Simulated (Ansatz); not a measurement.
Two isomers of C7H12: A = `CC1=C(C)CCC1`, B = `C#CCCCCC`.

Calculated with Ansatz (gas phase, PBE0-D4/def2-TZVP geometries, no zero-point term in ΔE). CCSD(T)/CBS is the MP2 limit (def2-TZVPP, def2-QZVPP) plus CCSD(T) − MP2 in def2-TZVPP, frozen cores. DFT in def2-TZVPP. B3LYP here is the variant with VWN-RPA as its local correlation; programs differ in this. Each species was taken in one conformer, which may not be the lowest.

Q: Which is lower in electronic energy at CCSD(T)/CBS, and by how much? (Estimate.)

A: Computed: A, by 143.8 kJ/mol.

Q: Give E(B) − E(A) in kJ/mol with CCSD(T)/def2-TZVPP, B2PLYP, HF/def2-TZVPP, B3LYP, LDA (SPW92), CCSD(T)/def2-SVP, CCSD/def2-TZVPP. (An estimate is asked.)

A: The calculation gave: CCSD(T)/def2-TZVPP 145.5, B2PLYP 139.7, HF/def2-TZVPP 131.3, B3LYP 139.8, LDA (SPW92) 190.6, CCSD(T)/def2-SVP 153.7, CCSD/def2-TZVPP 143.9. None reverses the order clearly.

Largest T1 diagnostic: 0.010.

From BLYP to BHLYP (50 % exact exchange), in def2-TZVPP and without D4, E(B) − E(A) moves by +18.4 kJ/mol. The D4 term adds +7.5 kJ/mol with B3LYP and +3.7 kJ/mol with PBE0; it sums over pairs of atoms, weighted by their polarisabilities, and B3LYP, whose exchange is more repulsive, gets the larger term.
